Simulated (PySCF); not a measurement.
**Excitation energy of Si by level of theory**

Si [Ne] 3s2 3p2 (3P) → Si [Ne] 3s1 3p2 4s1 (5P), as a difference of total energies. Calculation: PySCF 2.14, in aug-cc-pV(T+d)Z with one added diffuse shell each of s, p, d, f type (7s6p5d3f, 71 functions); the non-relativistic Hamiltonian (point nucleus). Correlated levels: valence: [Ne] frozen. The calculations carry no spin-orbit coupling.

| method | excitation energy (eV) |
| --- | --- |
| UHF | 8.424 |
| MP2 (valence) | 9.564 |
| SCS-MP2 (valence) | 9.907 |
| CCSD (valence) | 9.851 |
| CCSD(T) (valence) | 9.911 |

Q: How much does correlation contribute at CCSD(T) (valence)?

A: 9.911 − (8.424) = 1.487 eV, measured against UHF.

The upper state lies above the first ionisation limit, but in LS coupling its spin forbids autoionisation to the ground ion. A Rydberg-like electron needs more diffuse functions than a valence basis has.

The promoted electron is Rydberg-like, and one or two diffuse shells describe it only roughly, which tends to raise the upper state.
